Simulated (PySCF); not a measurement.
**Two-dimensional NMR puzzle**

Compound of formula C$_{6}$H$_{4}$NP. Correlations simulated from computed shifts and the bond graph:

HSQC (one-bond C–H):
| δH | δC |
| --- | --- |
| 9.02 | 156.0 |
| 7.60 | 133.2 |

COSY cross peaks (H two or three bonds apart, from the bond graph; peaks can be absent where the dihedral angle is near 90°):
| δH | δH |
| --- | --- |
| 9.02 | 7.60 |

HMBC (two and three bonds, from the bond graph):
| δH | δC |
| --- | --- |
| 9.02 | 156.0, 139.2, 133.2 |
| 7.60 | 174.2, 156.0, 139.2, 133.2 |

Carbons without hydrogens: δ 174.2, 139.2.

All values are calculated (PySCF 2.14.0 with density-fitted response routines): GFN2-xTB geometry, shielding tensors at PBE0/pcSseg-1 (GIAO). One computed conformer, isolated molecule, non-relativistic, averaged over atoms made equivalent by symmetry, fast rotation or ring inversion.

References, each an isolated molecule treated in the same way: ¹H (σ = 31.72 ppm), ¹³C (σ = 186.93 ppm) against TMS.

Exchangeable hydrogens are left out of these lists.

Problem. Assemble the structure.

Solution. `N1=CC=C(C#P)C=C1`.

Numbering as in the mapped SMILES `[P:1]#[C:2][c:3]1[cH:4][cH:5][n:6][cH:7][cH:8]1`; H(Xn) means a hydrogen on atom n.

- δC 174.2 is C2, a carbon bonded to C, P.
- δC 156.0 is C5/C7, an aromatic CH next to a ring nitrogen (δH 9.02).
- δC 139.2 is C3, a substituted aromatic carbon.
- δC 133.2 is C4/C8, an aromatic CH (δH 7.60).
- HMBC from δH 9.02 reaches the proton-free carbon C3.
- HMBC from δH 7.60 reaches the proton-free carbons C2, C3.
- COSY links 9.02–7.60.

The shifts were computed for this structure.

Shifts are as computed. Against solution values, carbons near 30 ppm lie about +3 ppm off and those near 130 ppm about +5 ppm. Of 1211 compounds with measured shifts, 218 miss one by over three times the rms of a fit or turn the order of signals round; such compounds aren't used in these exercises.
